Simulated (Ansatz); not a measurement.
The cluster Sn₂S₄, relaxed as a triplet with UKS PBE-D4/def2-SVP in Ansatz, starting from the PBE-D4/def2-SVP geometry of the neutral singlet. Force threshold 0.02 eV/Å.

In the def2 sets Sn takes a core potential; there is no spin–orbit coupling. At PBE-D4/def2-SVP a singlet of charge 0 lies 1.50 eV below the triplet, each at its own geometry. The structure comes from a short search, and lower isomers may exist.

Start:

```xyz
6

Sn   -0.3506    1.7926    0.5797
Sn    0.3487   -1.7980   -0.5771
S     1.3650   -0.1580    1.2175
S    -1.3610    0.1562   -1.2219
S    -0.1067   -1.5559    1.9268
S     0.1046    1.5631   -1.9249
```

```json
{"step": "1", "energy (eV)": "-54975.1373", "largest force component (eV/Å)": "1.070", "SCF passes": "52"}
{"step": "2", "energy (eV)": "-54975.4634", "largest force component (eV/Å)": "0.591", "SCF passes": "33"}
{"step": "3", "energy (eV)": "-54975.5909", "largest force component (eV/Å)": "0.739", "SCF passes": "31"}
{"step": "4", "energy (eV)": "-54975.6711", "largest force component (eV/Å)": "0.608", "SCF passes": "29"}
{"step": "5", "energy (eV)": "-54975.7784", "largest force component (eV/Å)": "0.273", "SCF passes": "33"}
{"step": "6", "energy (eV)": "-54975.8730", "largest force component (eV/Å)": "0.668", "SCF passes": "28"}
{"step": "7", "energy (eV)": "-54975.9345", "largest force component (eV/Å)": "0.218", "SCF passes": "23"}
{"step": "8", "energy (eV)": "-54975.9686", "largest force component (eV/Å)": "0.137", "SCF passes": "27"}
{"step": "9", "energy (eV)": "-54975.9706", "largest force component (eV/Å)": "0.126", "SCF passes": "22"}
{"step": "10", "energy (eV)": "-54975.9754", "largest force component (eV/Å)": "0.021", "SCF passes": "23"}
{"step": "11", "energy (eV)": "-54975.9755", "largest force component (eV/Å)": "0.011", "SCF passes": "18"}
```

Force components are those of the run's own axes.

End:

```xyz
6

Sn   -0.599    1.589    0.864
Sn   -0.141   -2.289   -0.783
S     1.641    0.344    1.318
S    -1.274    0.009   -1.368
S     0.059   -1.060    1.534
S     0.314    1.408   -1.566
```

Bonds lost: Sn2–S3 (atoms count from 1). Bonds formed: Sn1–S5 (atoms count from 1).

No frequencies were taken in this run, so the end may be a saddle point.

Run time 29 s (4 threads of Arm Neoverse V1 on a shared host).
